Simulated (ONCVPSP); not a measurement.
# PBE ONCV dataset for tantalum, scalar-relativistic all-electron reference.

| Quantity | Value |
| --- | --- |
| Element | tantalum |
| Generator | ONCVPSP 4.0.1 |
| Type | optimised norm-conserving Vanderbilt (ONCV) |
| Functional | PBE |
| Relativity | scalar-relativistic |
| Frozen core | [Kr] 4d10 4f14 5s2 |
| Valence charge | 11 |
| Reference configuration | 5p6 5d3 6s0.5 (charge +1.5) |
| Partial waves | 6s: rc 2.55 bohr, ncon 5, nbas 8, qcut 2.5 1/bohr, 1 projector; 5p: rc 1.30 bohr, ncon 4, nbas 7, qcut 7.5 1/bohr, 2 projectors, debl 2.3 Ha; 5d: rc 2.70 bohr, ncon 3, nbas 8, qcut 5.4 1/bohr, 1 projector; f scattering state at 0.03 Ha: rc 2.65 bohr, ncon 4, nbas 8, qcut 4.1 1/bohr, 2 projectors, debl 0.7 Ha |
| Local potential | polynomial inside 0.95 bohr (lpopt 5, dvloc0 0 Ha) |
| Core correction | Teter function, fcfact 1.75, rcfact 1.15 |

Poles of the logarithmic derivatives, all-electron (AE) and pseudo (PS). s: poles at 0.9 (AE) and -2.2, 0.8, 4.4 (PS) Ha. p: poles at 1.8 (AE) and 1.8 (PS) Ha. d: poles at -0.2, 2.7 (AE) and -0.2, 3.0 (PS) Ha. f: poles at -1.3, 1.5, 4.8 (AE) and 1.5, 4.5 (PS) Ha. Test radii: s 2.59, p 1.32, d 2.73, f 2.69 bohr.

- Cutoffs needed: 29 Ha and 77 Ha (the cutoffs (Ha) at which the residual kinetic energy of the hardest occupied pseudo-wave falls to 1 and 0.1 mHa per electron)
- Ghost test: ghosts flagged at negative energy: s at -441.7 eV, s at -59.2 eV; GHOST(+) flagged for d at 166.0 eV, p at 209.8 eV; a true bound ghost makes a file unfit for plane-wave use
- Largest excitation error: +183 meV (all-electron minus pseudo) for 5p6 5d1 6s0, out of 4 test configurations
- rms error of d²Exc/dni dnj: 5.17 mHa without and 3.83 mHa with the model core
